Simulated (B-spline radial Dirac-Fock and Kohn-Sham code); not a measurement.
## What relativity does to the binding energies of Sr¹⁴⁺

System: strontium as Sr¹⁴⁺, configuration [Ar] 3d6.

Both columns are ΔSCF binding energies of the configuration average from a radial atomic solver: non-relativistic Hartree-Fock with a point nucleus, and Dirac-Fock with a finite nucleus and the Coulomb interaction alone, averaged over the two j levels with weights 2j+1.

| shell | Hartree-Fock (eV) | Dirac-Fock (eV) | shift (eV) | shift (%) |
| --- | --- | --- | --- | --- |
| 1s | 16241.7 | 16566.3 | +324.54 | +2.00 |
| 2s | 2566.1 | 2642.1 | +76.05 | +2.96 |
| 2p | 2364.0 | 2383.8 | +19.83 | +0.84 |
| 3s | 709.5 | 725.6 | +16.08 | +2.27 |
| 3p | 632.6 | 637.5 | +4.92 | +0.78 |
| 3d | 508.2 | 506.5 | -1.72 | -0.34 |

Relativity binds 1s, 2s, 2p, 3s, 3p more strongly, among those listed most of all 2s in relative terms, and 3d more weakly, because the contracted s and p shells screen the nucleus better.

Values without a named source are computed, but for edge energies of neutral atoms, which are taken from tables.
